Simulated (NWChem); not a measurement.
System: C$_{2}$H$_{7}$FSi; SMILES C[SiH](C)F

Here is an NWChem input.

```
start job
memory heap 200 mb stack 900 mb global 1100 mb
geometry units angstroms noautoz
  Si    -0.079975    -0.342912     0.000000
  C      0.782373     0.230067    -1.550808
  C      0.782373     0.230067     1.550808
  F     -1.589156     0.287457     0.000000
  H     -0.240578    -1.827691     0.000000
  H      1.798244    -0.192300    -1.610328
  H      0.231191    -0.085868    -2.449736
  H      0.868010     1.327820    -1.570719
  H      0.231191    -0.085868     2.449736
  H      1.798244    -0.192300     1.610328
  H      0.868010     1.327820     1.570719
end
basis spherical
  Si library sto-3g
  C library sto-3g
  F library sto-3g
  H library sto-3g
end
dft
  xc xtpss03 ctpss03
  iterations 150
  mulliken
end
task dft energy
```

Parts of the log:

```
             Northwest Computational Chemistry Package (NWChem) 7.3.0
             --------------------------------------------------------

 CS  symmetry detected

                             Geometry "geometry" -> ""
                             -------------------------

 Output coordinates in angstroms (scale by  1.889725989 to convert to a.u.)

  No.       Tag          Charge          X              Y              Z
 ---- ---------------- ---------- -------------- -------------- --------------
    1 Si                  14.0000    -0.05972781    -0.36396696     0.00000000
    2 C                    6.0000     0.78842687     0.22981974     1.55080800
    3 C                    6.0000     0.78842687     0.22981974    -1.55080800
    4 F                    9.0000    -1.58379642     0.22950356     0.00000000
    5 H                    1.0000    -0.18416494    -1.85221338     0.00000000
    6 H                    1.0000     1.81427165    -0.16771046     1.61032800
    7 H                    1.0000     0.24509332    -0.09942968     2.44973600
    8 H                    1.0000     0.84733487     1.32933108     1.57071900
    9 H                    1.0000     0.24509332    -0.09942968    -2.44973600
   10 H                    1.0000     1.81427165    -0.16771046    -1.61032800
   11 H                    1.0000     0.84733487     1.32933108    -1.57071900

 Effective nuclear repulsion energy (a.u.)     177.1741348529

      Symmetry information
      --------------------

 Group name             Cs
 Group number              2
 Group order               2
 No. of unique centers     7

                                 NWChem DFT Module
                                 -----------------

 Summary of "ao basis" -> "ao basis" (spherical)
 ------------------------------------------------------------------------------
       Tag                 Description            Shells   Functions and Types
 ---------------- ------------------------------  ------  ---------------------
 Si                          sto-3g                  5        9   3s2p
 C                           sto-3g                  3        5   2s1p
 F                           sto-3g                  3        5   2s1p
 H                           sto-3g                  1        1   1s

      Symmetry analysis of basis
      --------------------------

        a'         20
        a"         11

            General Information
            -------------------
          SCF calculation type: DFT
          Wavefunction type:  closed shell.
          No. of atoms     :    11
          No. of electrons :    42
           Alpha electrons :    21
            Beta electrons :    21
          Charge           :     0
          Spin multiplicity:     1
          Use of symmetry is: on ; symmetry adaption is: on
          Maximum number of iterations: 150
          AO basis - number of functions:    31
                     number of shells:    21
          Convergence on energy requested:  1.00D-06
          Convergence on density requested:  1.00D-05
          Convergence on gradient requested:  5.00D-04

              XC Information
              --------------
                  TPSS metaGGA Exchange Functional  1.000
             TPSS03 metaGGA Correlation Functional  1.000

             Grid Information
             ----------------
          Grid used for XC integration:  medium
          Radial quadrature: Mura-Knowles
          Angular quadrature: Lebedev.
          Tag              B.-S. Rad. Rad. Pts. Rad. Cut. Ang. Pts.
          ---              ---------- --------- --------- ---------
          Si                  1.10       88           8.0       590
          C                   0.70       49          10.0       434
          F                   0.50       49          10.0       434
          H                   0.35       45          11.0       434
          Grid pruning is: on
          Number of quadrature shells:   366
          Spatial weights used:  Erf1

      Superposition of Atomic Density Guess
      -------------------------------------

 Sum of atomic energies:        -461.07495953

      Non-variational initial energy
      ------------------------------

 Total energy =    -461.298865
 1-e energy   =    -997.099777
 2-e energy   =     358.626777
 HOMO         =      -0.183132
 LUMO         =       0.417933

      Symmetry analysis of molecular orbitals - initial
      -------------------------------------------------

  Numbering of irreducible representations:

     1 a'          2 a"

  Orbital symmetries:

     1 a'          2 a'          3 a'          4 a"          5 a'
     6 a"          7 a'          8 a'          9 a'         10 a'
    11 a"         12 a'         13 a'         14 a"         15 a'
    16 a'         17 a"         18 a'         19 a"         20 a'
    21 a"         22 a'         23 a'         24 a'         25 a"
    26 a"         27 a'         28 a"         29 a'         30 a"
    31 a'

     ---------------------------------------------
      Total Density - Mulliken Population Analysis
     ---------------------------------------------

    Atom       Charge   Shell Charges
 -----------   ------   -------------------------------------------------------
    1 Si  14    12.74   2.00  1.99  5.88  1.18  1.69
    2 C    6     6.37   1.99  1.36  3.02
    3 C    6     6.37   1.99  1.36  3.02
    4 F    9     9.61   2.00  1.94  5.66
    5 H    1     1.22   1.22
    6 H    1     0.94   0.94
    7 H    1     0.95   0.95
    8 H    1     0.95   0.95
    9 H    1     0.95   0.95
   10 H    1     0.94   0.94
   11 H    1     0.95   0.95

   convergence    iter        energy       DeltaE   RMS-Dens  Diis-err
 ---------------- ----- ----------------- --------- --------- ---------
 d= 0,ls=0.0,diis     1   -464.0156137968 -6.41D+02  7.77D-02  4.10D-01
 d= 0,ls=0.0,diis     2   -463.7560277274  2.60D-01  4.90D-02  2.53D+00
 d= 0,ls=0.0,diis     3   -464.1131971793 -3.57D-01  4.70D-03  1.07D-02
 d= 0,ls=0.0,diis     4   -464.1150697732 -1.87D-03  1.50D-03  1.33D-03
 d= 0,ls=0.0,diis     5   -464.1153102605 -2.40D-04  2.50D-04  4.02D-05
  Resetting Diis
 d= 0,ls=0.0,diis     6   -464.1153159729 -5.71D-06  7.66D-05  3.58D-06
 d= 0,ls=0.0,diis     7   -464.1153166638 -6.91D-07  5.94D-06  4.58D-09

         Total DFT energy =     -464.115316663792
      One electron energy =     -995.594397933773
           Coulomb energy =      399.467120376014
    Exchange-Corr. energy =      -45.162173958911
 Nuclear repulsion energy =      177.174134852878

 Numeric. integr. density =       42.000013601917

                  Occupations of the irreducible representations
                  ----------------------------------------------

                     irrep           alpha         beta
                     --------     --------     --------
                     a'               14.0         14.0
                     a"                7.0          7.0

                       DFT Final Molecular Orbital Analysis
                       ------------------------------------

 Vector   19  Occ=2.000000D+00  E=-2.142909D-01  Symmetry=a'
              MO Center= -1.0D+00,  9.8D-02, -1.9D-16, r^2= 2.1D+00
   Bfn.  Coefficient  Atom+Function         Bfn.  Coefficient  Atom+Function
  ----- ------------  ---------------      ----- ------------  ---------------
    22      0.680204   4 F  px                7     -0.376596   1 Si px
    21     -0.300495   4 F  s                23     -0.294112   4 F  py
     3      0.156352   1 Si px               12      0.153892   2 C  px
    17      0.153892   3 C  px               26      0.143362   6 H  s
    30      0.143362  10 H  s                25     -0.128988   5 H  s

 Vector   20  Occ=2.000000D+00  E=-1.085518D-01  Symmetry=a"
              MO Center= -1.3D+00,  2.2D-01,  7.3D-16, r^2= 1.2D+00
   Bfn.  Coefficient  Atom+Function         Bfn.  Coefficient  Atom+Function
  ----- ------------  ---------------      ----- ------------  ---------------
    24      0.936894   4 F  pz               14      0.184617   2 C  pz
    19      0.184617   3 C  pz               11     -0.138744   2 C  s
    16      0.138744   3 C  s                12      0.110984   2 C  px
    17     -0.110984   3 C  px               13      0.071743   2 C  py
    18     -0.071743   3 C  py               26      0.057871   6 H  s

 Vector   21  Occ=2.000000D+00  E=-1.078079D-01  Symmetry=a'
              MO Center= -1.4D+00,  7.7D-02, -6.2D-16, r^2= 1.1D+00
   Bfn.  Coefficient  Atom+Function         Bfn.  Coefficient  Atom+Function
  ----- ------------  ---------------      ----- ------------  ---------------
    23      0.878216   4 F  py               22      0.342796   4 F  px
    25      0.289914   5 H  s                14      0.111604   2 C  pz
    19     -0.111604   3 C  pz               11     -0.082941   2 C  s
    16     -0.082941   3 C  s                12      0.061384   2 C  px
    17      0.061384   3 C  px                8      0.038931   1 Si py

 Vector   22  Occ=0.000000D+00  E= 2.490089D-01  Symmetry=a'
              MO Center= -4.8D-01, -6.7D-02,  3.4D-16, r^2= 2.0D+00
   Bfn.  Coefficient  Atom+Function         Bfn.  Coefficient  Atom+Function
  ----- ------------  ---------------      ----- ------------  ---------------
     6      0.722972   1 Si s                 7     -0.689878   1 Si px
    22     -0.635621   4 F  px               21     -0.437467   4 F  s
     8      0.340867   1 Si py               26      0.261582   6 H  s
    30      0.261582  10 H  s                23      0.226498   4 F  py
     3      0.214431   1 Si px               11     -0.182487   2 C  s

 Vector   23  Occ=0.000000D+00  E= 2.679751D-01  Symmetry=a'
              MO Center=  4.6D-01, -4.7D-01,  5.4D-16, r^2= 2.2D+00
   Bfn.  Coefficient  Atom+Function         Bfn.  Coefficient  Atom+Function
  ----- ------------  ---------------      ----- ------------  ---------------
     6      0.973140   1 Si s                 7      0.634231   1 Si px
    25     -0.607766   5 H  s                11     -0.486672   2 C  s
    16     -0.486672   3 C  s                14      0.373032   2 C  pz
    19     -0.373032   3 C  pz               12      0.321835   2 C  px
    17      0.321835   3 C  px                2     -0.187847   1 Si s

 Vector   24  Occ=0.000000D+00  E= 3.163130D-01  Symmetry=a'
              MO Center=  6.4D-02, -4.2D-01,  5.0D-16, r^2= 2.9D+00
   Bfn.  Coefficient  Atom+Function         Bfn.  Coefficient  Atom+Function
  ----- ------------  ---------------      ----- ------------  ---------------
     8      0.892007   1 Si py               25      0.743940   5 H  s
     7      0.399173   1 Si px               27      0.325302   7 H  s
    29      0.325302   9 H  s                28     -0.315074   8 H  s
    31     -0.315074  11 H  s                13      0.311147   2 C  py
    18      0.311147   3 C  py                4     -0.259391   1 Si py

     ---------------------------------------------
      Total Density - Mulliken Population Analysis
     ---------------------------------------------

    Atom       Charge   Shell Charges
 -----------   ------   -------------------------------------------------------
    1 Si  14    13.21   2.00  1.98  5.87  1.20  2.16
    2 C    6     6.38   1.99  1.25  3.14
    3 C    6     6.38   1.99  1.25  3.14
    4 F    9     9.23   2.00  1.97  5.26
    5 H    1     1.15   1.15
    6 H    1     0.94   0.94
    7 H    1     0.94   0.94
    8 H    1     0.94   0.94
    9 H    1     0.94   0.94
   10 H    1     0.94   0.94
   11 H    1     0.94   0.94

     -------------------------------------------
      Total Density - Lowdin Population Analysis
     -------------------------------------------

    Atom       Charge   Shell Charges
 -----------   ------   -------------------------------------------------------
    1 Si  14    13.28   2.00  1.98  5.82  1.14  2.34
    2 C    6     6.28   1.98  1.07  3.22
    3 C    6     6.28   1.98  1.07  3.22
    4 F    9     9.20   2.00  1.91  5.29
    5 H    1     1.16   1.16
    6 H    1     0.97   0.97
    7 H    1     0.97   0.97
    8 H    1     0.97   0.97
    9 H    1     0.97   0.97
   10 H    1     0.97   0.97
   11 H    1     0.97   0.97

     Multipole analysis of the density
     ---------------------------------

     L   x y z        total         alpha         beta         nuclear
     -   - - -        -----         -----         ----         -------
     0   0 0 0     -0.000000    -21.000000    -21.000000     42.000000

     1   1 0 0      0.264379      0.132190      0.132190     -0.000000
     1   0 1 0     -0.028165     -0.014082     -0.014082      0.000000
     1   0 0 1     -0.000000     -0.000000     -0.000000      0.000000

     2   2 0 0    -23.136137    -79.879352    -79.879352    136.622567
     2   1 1 0      0.088289     -1.998365     -1.998365      4.085019
     2   1 0 1     -0.000000     -0.000000     -0.000000      0.000000
     2   0 2 0    -22.316181    -29.019523    -29.019523     35.722865
     2   0 1 1      0.000000      0.000000      0.000000      0.000000
     2   0 0 2    -22.373064   -102.218510   -102.218510    182.063955
```

Level: TPSS/STO-3G. All runs use the structure optimised with PBE0/def2-SVP.
